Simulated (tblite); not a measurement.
Species: C8H6FN (charge +1 and doublet state).
SMILES with atom numbers: `[CH3:1][C+:2]1[C:3]([F:4])[CH:5]=[CH:6][CH:7]=[C:8]1[C:9]#[N:10]` (hydrogens: H11, H12, H13 on C1; H14 on C5; H15 on C6; H16 on C7)

Structure used (GFN2-xTB), in Å, numbered top down from 1:
```xyz
16
C8H6FN angstrom
C     -1.5984    1.4040    0.0462
C     -0.5959    0.3417   -0.0214
C     -0.9650   -1.0098   -0.3097
F     -2.2407   -1.2601   -0.5194
C     -0.0426   -2.0408   -0.3691
C      1.2952   -1.7591   -0.1460
C      1.7131   -0.4457    0.1423
C      0.7852    0.5792    0.1990
C      1.2162    1.9012    0.4863
N      1.5492    2.9678    0.7213
H     -1.5977    1.8784    1.0372
H     -1.3338    2.2324   -0.6240
H     -2.6013    1.0485   -0.1811
H     -0.3814   -3.0421   -0.5917
H      2.0310   -2.5486   -0.1964
H      2.7594   -0.2381    0.3150
```

Calculated harmonic vibrations of the isolated species, GFN2-xTB (tblite), most abundant isotopes, no scaling. The method is semi-empirical: single wavenumbers can be off by several per cent or more. Open shells enter through the occupations alone, without spin polarisation, and single modes of such species can be off by tens of per cent. The optimisation stopped once no atom felt more than 0.01 eV/Å.

Lowest wavenumbers of the output (negative numbers stand for imaginary wavenumbers):
```
mode    cm-1
  1     -76.8
  2      64.3
  3     129.6
  4     144.6
  5     192.3
  6     291.2
  7     316.8
  8     364.2
```

Question: Is this structure a minimum?

Answer: No. 1 mode is imaginary beyond 20i (77i cm⁻¹), so at this level the point lies at or near a first-order saddle.

Question: Which atoms move in the imaginary mode?

Answer: 77i: H11 (hydrogen on carbon) 39 %, H12 (hydrogen on carbon) 38 %, H13 (hydrogen on carbon) 19 %. These are shares of the mass-weighted motion.

Question: What is the remedy?

Answer: Step along that mode in both directions, optimise again with tighter thresholds and repeat the frequencies. The zero-point energy of this point (69.7 kcal/mol) counts the 41 real modes alone, and thermal corrections from it aren't those of a minimum.
